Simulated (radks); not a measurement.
Values are calculated unless marked as measured or tabulated.
Isoelectronic series with 35 electrons, each ion in its NIST ground configuration. Level of theory: Dirac Kohn-Sham, PBEsol, spin-unpolarised, spherical densities, finite nucleus; open shells fill j = l - 1/2 first; Fermi nuclear charge, rms radius of each element as measured or else 0.836 A^(1/3) + 0.57 fm (a radial shooting solver on a logarithmic mesh with Libxc functionals). Total energies (hartree) and mean radii <r> (bohr) (* marks an orbital that is empty in some or all of the ions):

ion        configuration  E (hartree)  4d3/2*   4p3/2   4p1/2
Tm34+  [Ar] 3d10 4s2 4p5  -12929.2631  0.4549  0.4642  0.4446
Yb35+  [Ar] 3d10 4s2 4p5  -13370.3269  0.4445  0.4544  0.4346
Lu36+  [Ar] 3d10 4s2 4p5  -13820.0786  0.4346  0.4450  0.4251
Hf37+  [Ar] 3d10 4s2 4p5  -14278.6531  0.4251  0.4360  0.4159
Ta38+  [Ar] 3d10 4s2 4p5  -14746.0847  0.4161  0.4274  0.4071
W39+   [Ar] 3d10 4s2 4p5  -15222.4821  0.4074  0.4191  0.3986
Re40+  [Ar] 3d10 4s2 4p5  -15707.9675  0.3990  0.4111  0.3904
Os41+  [Ar] 3d10 4s2 4p5  -16202.6054  0.3910  0.4033  0.3825
Ir42+  [Ar] 3d10 4s2 4p5  -16706.5948  0.3833  0.3959  0.3748
Pt43+  [Ar] 3d10 4s2 4p5  -17219.9703  0.3759  0.3887  0.3674
